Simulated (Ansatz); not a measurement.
`[CH3][W]([OH])(=[S])=[S]` at its PBE0-D4/def2-TZVP geometry, where that method's forces vanish. Total charge 0; spin multiplicity 1. W: def2 effective core potential.

```json
{"atom": "C1", "x (Å)": "0.511", "y (Å)": "-1.238", "z (Å)": "-0.175"}
{"atom": "W2", "x (Å)": "-0.108", "y (Å)": "0.681", "z (Å)": "0.402"}
{"atom": "O3", "x (Å)": "-0.653", "y (Å)": "1.589", "z (Å)": "-1.135"}
{"atom": "S4", "x (Å)": "-1.654", "y (Å)": "0.354", "z (Å)": "1.816"}
{"atom": "S5", "x (Å)": "1.604", "y (Å)": "1.553", "z (Å)": "1.305"}
{"atom": "H6", "x (Å)": "1.324", "y (Å)": "-1.143", "z (Å)": "-0.901"}
{"atom": "H7", "x (Å)": "-0.330", "y (Å)": "-1.771", "z (Å)": "-0.629"}
{"atom": "H8", "x (Å)": "0.871", "y (Å)": "-1.811", "z (Å)": "0.682"}
{"atom": "H9", "x (Å)": "-1.565", "y (Å)": "1.785", "z (Å)": "-1.365"}
```

(1) For each bond, give half the difference of the two atoms' forces along it (eV/Å; positive pushes the atoms apart) under PBE-D4, r2SCAN-D4, B3LYP-D4, ωB97M-V in def2-TZVPP. (An estimate is asked.)

Results:

(1) Ansatz gave: 
```
 bond  length (Å)  PBE-D4  r2SCAN-D4  B3LYP-D4  ωB97M-V
C1–W2       2.098   -0.18      -0.10      0.12     0.21
C1–H6       1.094    0.11      -0.02     -0.08    -0.07
C1–H7       1.094    0.11      -0.02     -0.08    -0.07
C1–H8       1.092    0.11      -0.01     -0.09    -0.06
W2–O3       1.867    0.09       0.07      0.16     0.10
W2–S4       2.120    0.38       0.23      0.25    -0.23
W2–S5       2.123    0.45       0.27      0.26    -0.24
O3–H9       0.961    0.31      -0.01     -0.09    -0.04
```

B3LYP here is the variant with VWN-RPA as its local correlation; programs differ in this.
